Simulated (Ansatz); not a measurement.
Reaction (hydrogenolysis of a B–S bond): `CSB(C)O` + H₂ → `CBO` + CH₃SH

Gas-phase electronic energies from Ansatz, PBE0-D4/def2-TZVP geometries. CCSD(T)/CBS is the MP2 limit (def2-TZVPP, def2-QZVPP) plus CCSD(T) − MP2 in def2-TZVPP, frozen cores. This one scheme is used for every species. DFT in def2-TZVPP. Each species was taken in one conformer, which may not be the lowest.

```tsv
level	ΔE (kJ/mol)
PBE-QIDH	53.4
revPBE	46.0
r2SCAN	59.3
HF/def2-TZVPP	21.2
```

**Question.** What does CCSD(T)/CBS give? (Best estimate.)

**Answer.** Computed: +54.1 kJ/mol. The listed levels differ from it by -0.7, -8.1, 5.2, -32.9 kJ/mol.

Largest T1 diagnostic among the species: 0.012.

From r2SCAN to r2SCAN0 (25 % exact exchange), in def2-TZVPP and without D4, ΔE moves by −5.1 kJ/mol. At CCSD(T), def2-SVP lies −4.8 kJ/mol from the extrapolated value and def2-TZVPP −2.5 kJ/mol. In def2-TZVPP, CCSD(T) changes the Hartree–Fock value by +30.4 kJ/mol (the triples alone add +7.4 kJ/mol) and MP2 by +39.5 kJ/mol.
